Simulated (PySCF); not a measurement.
GeH3, SMILES [GeH3+], charge +1.

The structure is a stationary point at B3LYP-D3(BJ)/def2-TZVPD.

Two levels are set side by side: PBE/def2-TZVPD (PySCF) and r2SCAN/def2-TZVPD (PySCF). Same geometry, gas phase. Differences are taken from unrounded values.

| quantity | r2SCAN |
|---|---|
| orbital gap (eV) | 5.56 |
| highest occupied level (eV) | -16.31 |
| lowest empty level (eV) | -10.76 |
| mean polarisability (bohr³) | 22.6 |

**Question.** What does PBE give, and how far is it from r2SCAN? (An estimate is asked for; the answer gives what the named calculation found.)

**Answer.** 
```
quantity                        PBE  PBE minus r2SCAN
---------------------------  ------  ----------------
orbital gap (eV)               4.89             -0.67
highest occupied level (eV)  -15.96              0.35
lowest empty level (eV)      -11.07             -0.32
mean polarisability (bohr³)    23.1               0.4
```

Rough cost on one machine, each run with all the roots and properties that it gave: r2SCAN against PBE about 3 times.
